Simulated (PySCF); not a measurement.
Heteronuclear NMR

Geometry:
```tsv
atom	x (Å)	y (Å)	z (Å)
O1	4.341	-0.556	-1.529
C2	3.154	-0.737	-1.399
C3	2.283	0.022	-0.535
C4	2.531	1.081	0.315
C5	1.300	1.413	0.899
C6	0.373	0.541	0.375
C7	-1.082	0.408	0.613
C8	-1.992	0.380	-0.637
C9	-2.726	-0.840	-0.063
C10	-1.604	-1.003	0.971
O11	0.964	-0.296	-0.488
H12	2.621	-1.533	-1.954
H13	3.483	1.541	0.480
H14	1.112	2.190	1.612
H15	-1.395	1.161	1.335
H16	-2.587	1.274	-0.806
H17	-1.432	0.145	-1.539
H18	-3.680	-0.581	0.391
H19	-2.873	-1.674	-0.744
H20	-1.908	-1.142	2.006
H21	-0.891	-1.778	0.698
```

Theoretical values (PySCF 2.14): coordinates at the GFN2-xTB level, σ from GIAO-PBE0/pcSseg-1. Non-relativistic, a single conformation, in vacuum, averaged over atoms made equivalent by symmetry, fast rotation or ring inversion.

**Question.** Where does $^{17}$O resonate?

**Answer.** 
```csv
atoms,environment,σ (ppm),δ (ppm)
O1,aldehyde oxygen,-291.0,531.7
O11,aromatic ring oxygen,34.3,235.5
```

Shieldings were converted by a linear fit to measured shifts: $^{17}$O (scatter 10.7 ppm rms, 12.2 ppm with the 3 outliers that the fit left out vs liquid water, solution or neat liquid). A few per cent of atoms miss by over 2 rms, more outside the fitted compound classes.

On a 400 MHz spectrometer $^{17}$O resonates near 54.2 MHz, so 1 ppm is 54.2 Hz.
